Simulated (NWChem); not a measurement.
All runs are NWChem calculations. System: morpholine (C4H9NO), charge 0, spin multiplicity 1, at a geometry optimised with PBE/def2-SVP. Level: MP2/def2-SVP, 6 core orbitals frozen.

Part of the output:

```
             Northwest Computational Chemistry Package (NWChem) 7.3.0
             --------------------------------------------------------

                                NWChem Input Module
                                -------------------

 Scaling coordinates for geometry "geometry" by  1.889725989
 (inverse scale =  0.529177249)

 Turning off AUTOSYM since
 SYMMETRY directive was detected!

                             Geometry "geometry" -> ""
                             -------------------------

 Output coordinates in angstroms (scale by  1.889725989 to convert to a.u.)

  No.       Tag          Charge          X              Y              Z
 ---- ---------------- ---------- -------------- -------------- --------------
    1 C                    6.0000    -0.72375600     0.18453700     1.20347300
    2 C                    6.0000     0.76079100    -0.18360900     1.17129000
    3 O                    8.0000     1.39136300     0.31543600     0.00000000
    4 C                    6.0000     0.76079100    -0.18360900    -1.17129000
    5 C                    6.0000    -0.72375600     0.18453700    -1.20347300
    6 N                    7.0000    -1.35988300    -0.34169900     0.00000000
    7 H                    1.0000    -0.80255900     1.30167200     1.29575700
    8 H                    1.0000    -1.19839100    -0.26095600     2.10349600
    9 H                    1.0000     0.85798900    -1.29743900     1.21959300
   10 H                    1.0000     1.29760000     0.25620700     2.03629100
   11 H                    1.0000     0.85798900    -1.29743900    -1.21959300
   12 H                    1.0000     1.29760000     0.25620700    -2.03629100
   13 H                    1.0000    -1.19839100    -0.26095600    -2.10349600
   14 H                    1.0000    -0.80255900     1.30167200    -1.29575700
   15 H                    1.0000    -2.36542500    -0.14170600     0.00000000

 Effective nuclear repulsion energy (a.u.)     262.3232532644

            Nuclear Dipole moment (a.u.)
            ----------------------------
        X                 Y               Z
 ---------------- ---------------- ----------------
    -0.0000075589    -0.0000132281     0.0000000000

      Symmetry information
      --------------------

 Group name             Cs
 Group number              2
 Group order               2
 No. of unique centers     9

      Symmetry unique atoms

     1    2    3    6    7    8    9   10   15


 Summary of "ao basis" -> "" (spherical)
 ------------------------------------------------------------------------------
       Tag                 Description            Shells   Functions and Types
 ---------------- ------------------------------  ------  ---------------------
 *                          def2-svp                  on all atoms

 Summary of "ao basis" -> "ao basis" (spherical)
 ------------------------------------------------------------------------------
       Tag                 Description            Shells   Functions and Types
 ---------------- ------------------------------  ------  ---------------------
 C                          def2-svp                 6       14   3s2p1d
 O                          def2-svp                 6       14   3s2p1d
 N                          def2-svp                 6       14   3s2p1d
 H                          def2-svp                 3        5   2s1p

                                 NWChem SCF Module
                                 -----------------

  ao basis        = "ao basis"
  functions       =   129
  atoms           =    15
  closed shells   =    24
  open shells     =     0
  charge          =   0.00
  wavefunction    = RHF
  use symmetry    = T
  symmetry adapt  = T

 Summary of "ao basis" -> "ao basis" (spherical)
 ------------------------------------------------------------------------------
       Tag                 Description            Shells   Functions and Types
 ---------------- ------------------------------  ------  ---------------------
 C                          def2-svp                 6       14   3s2p1d
 O                          def2-svp                 6       14   3s2p1d
 N                          def2-svp                 6       14   3s2p1d
[...]
 Vector   24  Occ=2.000000D+00  E=-3.712153D-01  Symmetry=a'
              MO Center= -9.2D-01, -1.3D-01, -2.2D-15, r^2= 2.4D+00
   Bfn.  Coefficient  Atom+Function         Bfn.  Coefficient  Atom+Function
  ----- ------------  ---------------      ----- ------------  ---------------
    75      0.463952   6 N  py               78     -0.428387   6 N  py
    73      0.184403   6 N  s                85      0.185002   7 H  s
   120      0.185002  14 H  s

 Vector   25  Occ=0.000000D+00  E= 1.737985D-01  Symmetry=a'
              MO Center= -1.3D+00,  2.5D-01,  8.4D-15, r^2= 7.9D+00
   Bfn.  Coefficient  Atom+Function         Bfn.  Coefficient  Atom+Function
  ----- ------------  ---------------      ----- ------------  ---------------
     3      1.262419   1 C  s                59      1.262419   5 C  s
   126     -0.908670  15 H  s                91     -0.822787   8 H  s
   116     -0.822787  13 H  s                86     -0.666494   7 H  s
   121     -0.666494  14 H  s               101     -0.534612  10 H  s
   111     -0.534612  12 H  s                17      0.442804   2 C  s

 Vector   26  Occ=0.000000D+00  E= 2.058535D-01  Symmetry=a'
              MO Center=  2.2D-01, -7.1D-01, -1.3D-15, r^2= 7.5D+00
   Bfn.  Coefficient  Atom+Function         Bfn.  Coefficient  Atom+Function
  ----- ------------  ---------------      ----- ------------  ---------------
    17      1.596194   2 C  s                45      1.596194   4 C  s
    96     -1.169832   9 H  s               106     -1.169832  11 H  s
    86      0.662379   7 H  s               121      0.662379  14 H  s
     3     -0.595720   1 C  s                59     -0.595720   5 C  s
   101     -0.498017  10 H  s               111     -0.498017  12 H  s

 Vector   27  Occ=0.000000D+00  E= 2.082978D-01  Symmetry=a"
              MO Center= -1.1D-01,  3.6D-02, -1.8D-14, r^2= 1.0D+01
   Bfn.  Coefficient  Atom+Function         Bfn.  Coefficient  Atom+Function
  ----- ------------  ---------------      ----- ------------  ---------------
     3      1.408331   1 C  s                59     -1.408331   5 C  s
    91     -1.070101   8 H  s               116      1.070101  13 H  s
    17      1.002836   2 C  s                45     -1.002836   4 C  s
   101     -0.925084  10 H  s               111      0.925084  12 H  s
    86     -0.656989   7 H  s               121      0.656989  14 H  s

 center of mass
 --------------
 x =   0.04403276 y =   0.00301581 z =   0.00000000

 moments of inertia (a.u.)
 ------------------
         368.876487582453         -15.192612035717           0.000000000000
         -15.192612035717         676.112363500287          -0.000000000000
           0.000000000000          -0.000000000000         392.589304400334

  Mulliken analysis of the total density
  --------------------------------------

    Atom       Charge   Shell Charges
 -----------   ------   -------------------------------------------------------
    1 C    6     5.89   1.99  0.88  0.17  2.01  0.79  0.06
    2 C    6     5.74   1.99  0.88  0.15  1.96  0.68  0.07
    3 O    8     8.60   1.99  1.05  0.78  2.84  1.92  0.02
    4 C    6     5.74   1.99  0.88  0.15  1.96  0.68  0.07
    5 C    6     5.89   1.99  0.88  0.17  2.01  0.79  0.06
    6 N    7     7.50   1.99  0.96  0.58  2.39  1.55  0.03
    7 H    1     0.98   0.76  0.20  0.02
    8 H    1     0.96   0.76  0.18  0.02
    9 H    1     0.98   0.76  0.19  0.02
   10 H    1     0.96   0.76  0.18  0.02
   11 H    1     0.98   0.76  0.19  0.02
   12 H    1     0.96   0.76  0.18  0.02
   13 H    1     0.96   0.76  0.18  0.02
   14 H    1     0.98   0.76  0.20  0.02
   15 H    1     0.87   0.73  0.10  0.04

       Multipole analysis of the density wrt the origin
       ------------------------------------------------

     L   x y z        total         open         nuclear
     -   - - -        -----         ----         -------
     0   0 0 0     -0.000000      0.000000     48.000000

     1   1 0 0     -0.682083      0.000000     -0.000008
     1   0 1 0      0.032810      0.000000     -0.000013
     1   0 0 1      0.000000      0.000000      0.000000

     2   2 0 0    -28.944435      0.000000    200.905042
     2   1 1 0     -1.972832      0.000000      2.837755
     2   1 0 1     -0.000000      0.000000      0.000000
     2   0 2 0    -29.541251      0.000000     33.816040
     2   0 1 1     -0.000000      0.000000      0.000000
     2   0 0 2    -24.777856      0.000000    204.687513

                   NWChem MP2 Semi-direct Energy/Gradient Module
                   ---------------------------------------------

  Basis functions       =    129
  Molecular orbitals    =    129
  Frozen core           =      6
  Frozen virtuals       =      0
  Active alpha occupied =     18
  Active beta occupied  =     18
  Active alpha virtual  =    105
  Active beta virtual   =    105
  Use MO symmetry       = T
  Use skeleton AO sym   = T

  AO/Fock/Back tols     =   1.0D-09  1.0D-09  1.0D-09

 GA uses MA = F    GA memory limited = T

 Available:
  local mem=  1.26D+08
 global mem=  1.44D+08
 local disk=  0.00D+00
  mp2_memr nvloc                   105
  nvloc new                   105
   1 passes of  18:        3145728                      82142                  53177962.
   1 passes of  18: M    126105591           G      144145918           F     122959863.

 Semi-direct pass number   1 of   1  for RHF alpha+beta  at        4.8s
  vrange nnbf                  8271
  mp2_eaftype                   202  avail_ma_in_mb                  1099
 EAF : mp2_eaftype filesize         202   26588981.
  mp2_eaf for mointskh                    202
Node 0 wrote    125.1 Mb in      0.0 s     Agg I/O rate:  2521.8 Mb/s
 Done moints_semi at       14.8s
  mp2_eaftype                   202  avail_ma_in_mb                   897
 EAF : mp2_eaftype filesize         202   26588981.
  mp2_eaf for kh                   202
 Done maket at       15.5s
 Done multipass loop at       15.5s

          -------------------------------------------
          SCF energy                -285.783831044054
          Correlation energy          -0.909563753549
          Singlet pairs               -0.578633210988
          Triplet pairs               -0.330930542561
          Total MP2 energy          -286.693394797603
          -------------------------------------------

          ---------------------------------------------------
                    Spin Component Scaled (SCS) MP2
          Same spin pairs                     -0.220620361707
          Same spin scaling factor             0.333333333333
          Opposite spin pairs                 -0.688943391842
          Opposite spin scaling fact.          1.200000000000
          SCS-MP2 correlation energy          -0.900272190779
          Total SCS-MP2 energy              -286.684103234833
          ---------------------------------------------------

 -----------------------
 Performance information
 -----------------------

 Timer overhead =  1.25D-07 seconds/call

               Nr. of calls         CPU time (s)                 Wall time (s)                GFlops
             ---------------    -------------------     ------------------------------   -------------------
Name         Min   Avg   Max    Min     Avg     Max     Min     Avg     Max   Mx/calls   Min     Max     Sum
mp2: moin     1     1     1    10.     10.     10.      10.     10.     10.     10.      0.0     0.0     0.0
mp2: make     1     1     1   0.64    0.64    0.64     0.64    0.64    0.64    0.64      0.0     0.0     0.0
mp2: tota     1     1     1    11.     11.     11.      11.     11.     11.     11.      0.0     0.0     0.0

 The average no. of pstat calls per process was 3.00D+00
 with a timing overhead of 3.75D-07s

 Task  times  cpu:       15.4s     wall:       15.4s

 Total times  cpu:       15.5s     wall:       15.5s
```

### Question
Write an NWChem input that would produce this output.

### Answer
Several could match; the one computed here: 
```
start mol
memory heap 200 mb stack 900 mb global 1100 mb
geometry units angstroms nocenter noautoz
  C     -0.723756     0.184537     1.203473
  C      0.760791    -0.183609     1.171290
  O      1.391363     0.315436     0.000000
  C      0.760791    -0.183609    -1.171290
  C     -0.723756     0.184537    -1.203473
  N     -1.359883    -0.341699     0.000000
  H     -0.802559     1.301672     1.295757
  H     -1.198391    -0.260956     2.103496
  H      0.857989    -1.297439     1.219593
  H      1.297600     0.256207     2.036291
  H      0.857989    -1.297439    -1.219593
  H      1.297600     0.256207    -2.036291
  H     -1.198391    -0.260956    -2.103496
  H     -0.802559     1.301672    -1.295757
  H     -2.365425    -0.141706     0.000000
  symmetry group Cs
end
basis spherical
  * library def2-svp
end
scf
  rhf
  nopen 0
  maxiter 100
  thresh 1e-7
  semidirect memsize 60000000 filesize 0
end
mp2
  freeze core 6
end
task mp2 energy
```
